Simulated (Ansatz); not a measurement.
Reaction (formal exchange of groups at the Si–Se bond): `[SeH][SiH2][TeH]` + `COC(N)O` → `N[SiH2][TeH]` + `COC(O)[SeH]`

Program: Ansatz. Geometries: PBE0-D4/def2-TZVP. ΔE: electronic, gas phase. CCSD(T)/CBS is the MP2 limit (def2-TZVPP, def2-QZVPP) plus CCSD(T) − MP2 in def2-TZVPP, frozen cores. def2 core potentials past Kr. For Se, Te outer-core shells are correlated without core-valence functions, which leaves a few kJ/mol of doubt a bond. Scalar relativity is left out up to krypton. Each species was taken in one conformer, which may not be the lowest.

```tsv
level	ΔE (kcal/mol)
MP2/def2-TZVPP	7.3
CCSD(T)/def2-TZVPP	7.8
```

**Question.** What does CCSD(T)/CBS give? (Estimate.)

**Answer.** Ansatz gave: +8.0 kcal/mol. The listed levels differ from it by -0.7, -0.2 kcal/mol.

Largest T1 diagnostic among the species: 0.011.

In def2-TZVPP, CCSD(T) changes the Hartree–Fock value by −2.0 kcal/mol (the triples alone add −0.4 kcal/mol) and MP2 by −2.5 kcal/mol. From PBE to PBE0 (25 % exact exchange), in def2-TZVPP and without D4, ΔE moves by +1.5 kcal/mol.
